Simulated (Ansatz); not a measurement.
Ansatz (a program for electronic structure) input:

Ansatz 0.2 input:
```yaml
crystal:
  periodic: [false, false, false]
  atoms:
    - {symbol: C, position_ang: [3.21166938, 0.17924526, 0.07799400]}
    - {symbol: C, position_ang: [1.89764241, -0.39947063, 0.45265236]}
    - {symbol: C, position_ang: [0.70502449, 0.29178037, -0.21188316]}
    - {symbol: C, position_ang: [-0.63980834, -0.29134089, 0.21282498]}
    - {symbol: C, position_ang: [-1.81895708, 0.39612821, -0.45962713]}
    - {symbol: O, position_ang: [-3.07980382, -0.10230877, -0.02462939]}
    - {symbol: H, position_ang: [4.12742813, -0.37721142, 0.22225063]}
    - {symbol: H, position_ang: [3.29227621, 1.21391540, -0.22884692]}
    - {symbol: H, position_ang: [1.76273719, -0.34989181, 1.54643783]}
    - {symbol: H, position_ang: [1.88061214, -1.47078925, 0.21902992]}
    - {symbol: H, position_ang: [0.81247329, 0.22236200, -1.29888475]}
    - {symbol: H, position_ang: [0.73207068, 1.35925768, 0.03140783]}
    - {symbol: H, position_ang: [-0.75981111, -0.21127740, 1.29716855]}
    - {symbol: H, position_ang: [-0.66477198, -1.36138880, -0.02754504]}
    - {symbol: H, position_ang: [-1.72645105, 0.31792553, -1.55103922]}
    - {symbol: H, position_ang: [-1.82631194, 1.45890517, -0.21041638]}
    - {symbol: H, position_ang: [-3.12524629, -1.04139109, -0.23429373]}
basis:
  gaussian:
    orbitals: 6-31G*
magnetization: {spin_polarized: true, initial_magnetization: 1}
correlation: {method: ccsd_t, electrons: outside_noble_gas}
```

Task: Which total energy does the run end on?

Result: -271.44597 Eh (CCSD(T)/6-31G*).

It need not be the lowest isomer of its formula.
